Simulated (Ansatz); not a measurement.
```yaml
crystal:
  periodic: [false, false, false]
  atoms:
    - {symbol: C, position_ang: [-1.436640, 0.079675, -1.104237]}
    - {symbol: B, position_ang: [-0.772662, -0.484131, 0.170830]}
    - {symbol: Al, position_ang: [1.295162, -0.221415, 0.892231]}
    - {symbol: O, position_ang: [1.857581, 1.160269, 1.376404]}
    - {symbol: H, position_ang: [-2.232980, -0.430555, -1.312948]}
    - {symbol: H, position_ang: [-1.853773, 1.075234, -0.893853]}
    - {symbol: H, position_ang: [-0.785572, -0.027809, -1.882790]}
    - {symbol: H, position_ang: [-1.615953, -0.790265, 1.001259]}
    - {symbol: H, position_ang: [2.151441, -1.472672, 0.764069]}
    - {symbol: H, position_ang: [2.786650, 1.211950, 1.595270]}
basis:
  gaussian: {orbitals: "6-31++G**", fitting: {mean_field: def2-universal-jkfit}}
hamiltonian: {xc: {name: LC-wPBE}}
accuracy: high
scf: {lower_state_search: full}
relax: {f_tol: 0.0001, max_steps: 3}
```

```sh
$ ansatz run in.yaml --threads 2 --pin off --events-out ev --progress --plain --max-ram 4352MiB
```

It prints (some lines left out):

```
Functional definition: LC-wPBE
463 factors; integrals over basis functions are off by at most 3.5e-1 eV
463 factors; integrals over basis functions are off by at most 5.0e-4 eV
mean field evaluation 1: about -10440.9591 eV, gradient 6.6e1 eV
mean field evaluation 2: about -10440.9558 eV, gradient 6.6e1 eV
mean field evaluation 4: about -10449.2648 eV, gradient 8.1e0 eV
mean field evaluation 8: about -10449.4072 eV, gradient 1.0e-1 eV
mean field evaluation 16: about -10449.4073 eV, gradient 2.9e-5 eV
mean field -10449.40725678 eV, -384.0086338242 hartree, gradient 3.0e-8 eV, S^2 0.000000; 0 other end points of the search recorded, 0 dependent functions left out
reference -10449.40725678 eV, -384.0086338242 hartree; 19, 19 occupied and 97, 97 virtual orbitals, 463 factors
relax step   1: F+E_penalty+E_count = -10449.40725678 eV  Δ(F+E_penalty+E_count) = +0.000e0 eV  max|allowed force component| = 5.159e0 eV/Å  Δτ_max = 0.0000 Å  (35 SCF iters, accepted)
463 factors; integrals over basis functions are off by at most 3.6e-1 eV
463 factors; integrals over basis functions are off by at most 4.8e-4 eV
mean field -10450.45647708 eV, -384.0471919590 hartree, gradient 2.6e-8 eV, S^2 0.000000; 0 other end points of the search recorded, 0 dependent functions left out
reference -10450.45647708 eV, -384.0471919590 hartree; 19, 19 occupied and 97, 97 virtual orbitals, 463 factors
relax step   2: F+E_penalty+E_count = -10450.45647708 eV  Δ(F+E_penalty+E_count) = -1.049e0 eV  max|allowed force component| = 2.291e0 eV/Å  Δτ_max = 0.1991 Å  (40 SCF iters, accepted)
463 factors; integrals over basis functions are off by at most 3.7e-1 eV
463 factors; integrals over basis functions are off by at most 4.9e-4 eV
mean field -10450.67658922 eV, -384.0552809307 hartree, gradient 1.6e-8 eV, S^2 0.000000; 0 other end points of the search recorded, 0 dependent functions left out
reference -10450.67658922 eV, -384.0552809307 hartree; 19, 19 occupied and 97, 97 virtual orbitals, 463 factors
relax step   3: F+E_penalty+E_count = -10450.67658922 eV  Δ(F+E_penalty+E_count) = -2.201e-1 eV  max|allowed force component| = 5.398e-1 eV/Å  Δτ_max = 0.1125 Å  (42 SCF iters, accepted)
Error: geometry relaxation did not converge after 3 steps: max|allowed force component| = 5.40e-1 eV/Å (threshold 1.0e-4). Raise `relax.max_steps` over both its present limit and 3, loosen `relax.f_tol`, or start from a geometry closer to equilibrium. Where this run's directory can be resumed (`checkpoint.write`), a resume goes on for up to `relax.max_steps` more
```

Task: What is wrong with this run?

Result: The relaxation is allowed too few steps for its threshold. No converged result was reached.
